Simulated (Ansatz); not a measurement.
One change: `Cl[SiH2]I` becomes `[Cl][GeH2][I]`.

Ansatz, PBE0-D4/def2-TZVP geometries, multiplicity 1. 

Elements past krypton have def2 core potentials. Scalar relativity is left out up to krypton.

```
                                      property  `Cl[SiH2]I`
zero-point energy (PBE0-D4/def2-TZVP) / kJ/mol         51.4
            HOMO energy (PBE0/def2-TZVPP) / eV        -7.95
           HOMO energy (B3LYP/def2-TZVPP) / eV        -7.69
         HOMO energy (ωB97M-V/def2-TZVPP) / eV       -10.07
         HOMO–LUMO gap (B3LYP/def2-TZVPP) / eV         6.58
         LUMO energy (ωB97M-V/def2-TZVPP) / eV         0.95
```

What does the change do to each property? (An estimate is asked.)

The calculation gave: 
```csv
property,`[Cl][GeH2][I]`,shift
zero-point energy (PBE0-D4/def2-TZVP) / kJ/mol,47.2,-4.2
HOMO energy (PBE0/def2-TZVPP) / eV,-7.90,0.05
HOMO energy (B3LYP/def2-TZVPP) / eV,-7.65,0.04
HOMO energy (ωB97M-V/def2-TZVPP) / eV,-10.03,0.04
HOMO–LUMO gap (B3LYP/def2-TZVPP) / eV,5.90,-0.68
LUMO energy (ωB97M-V/def2-TZVPP) / eV,0.40,-0.55
```

With PBE0 the HOMO rises by 0.05 eV and the LUMO falls by 0.58 eV, so the gap narrows by about 0.63 eV. PBE moves the HOMO by 0.05 eV and ωB97M-V by 0.04 eV.

B3LYP here is the variant with VWN-RPA as its local correlation; programs differ in this.

Spin–orbit coupling is left out; it splits and shifts lone-pair levels of the heavy atoms by tenths of an eV.
